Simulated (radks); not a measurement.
Q: Tc0.125+, configuration [He] 2s1.875 2p6 3s2 3p6 3d10 4s2 4p6 4d5 5s2 (fractional occupations, a model configuration). All-electron calculation, Dirac Kohn-Sham, LDA (Slater exchange, Perdew-Wang correlation), spin-unpolarised, spherical densities, point nucleus; open shells are shared between the two j in proportion to 2j + 1. Program: a radial shooting solver on a logarithmic mesh with Libxc functionals. Some entries of the table are withheld. Estimate them.

| orbital | occ. | eigenvalue (eV) | r(max) (bohr) |
|---|---|---|---|
| 1s1/2 | 2 | -20848.00 | 0.02230 |
| 2s1/2 | 1.875 | (1) | (2) |
| 2p1/2 | 2 | -2755.033 | 0.09809 |
| 2p3/2 | 4 | -2636.738 | 0.1020 |
| 3s1/2 | 2 | -521.8087 | 0.3724 |
| 3p1/2 | 2 | (3) | (4) |
| 3p3/2 | 4 | (5) | (6) |
| 3d3/2 | 4 | (7) | 0.3080 |
| 3d5/2 | 6 | (8) | 0.3108 |
| 4s1/2 | 2 | -75.1946 | 0.9444 |
| 4p1/2 | 2 | -49.1765 | 0.9995 |
| 4p3/2 | 4 | -46.1412 | 1.024 |
| 4d3/2 | 2 | (9) | 1.252 |
| 4d5/2 | 3 | (10) | 1.264 |
| 5s1/2 | 2 | -6.1423 | 2.684 |

A: 
(1) 2s1/2 eigenvalue (eV): -2983.507
(2) 2s1/2 r(max) (bohr): 0.1264
(3) 3p1/2 eigenvalue (eV): -433.6657
(4) 3p1/2 r(max) (bohr): 0.3589
(5) 3p3/2 eigenvalue (eV): -413.7833
(6) 3p3/2 r(max) (bohr): 0.3683
(7) 3d3/2 eigenvalue (eV): -257.2609
(8) 3d5/2 eigenvalue (eV): -253.4072
(9) 4d3/2 eigenvalue (eV): -8.3428
(10) 4d5/2 eigenvalue (eV): -8.0425
